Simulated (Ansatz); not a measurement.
## Ansatz (development build ahead of 0.2.0) run

```yaml
crystal:
  periodic: [false, false, false]
  atoms:
    - { symbol: Mn, position_ang: [0.0, 0.0, 0.0] }
basis:
  gaussian: { orbitals: cc-pVTZ }
magnetization:
  spin_polarized: true
  initial_magnetization: 5
hamiltonian:
  xc: hf
correlation:
  method: bccd_t
  frozen_orbitals: { Mn: 5 }
```

The input is written out in the form of the current development build from the run's settings.

Results

| Item | Value |
| --- | --- |
| Converged | yes |
| Reference energy (starting determinant) | -1149.86867 hartree |
| Correlation energy | -0.46640 hartree |
| Total energy | -1150.33507 hartree |
| Spin squared of the determinant | 8.771 |
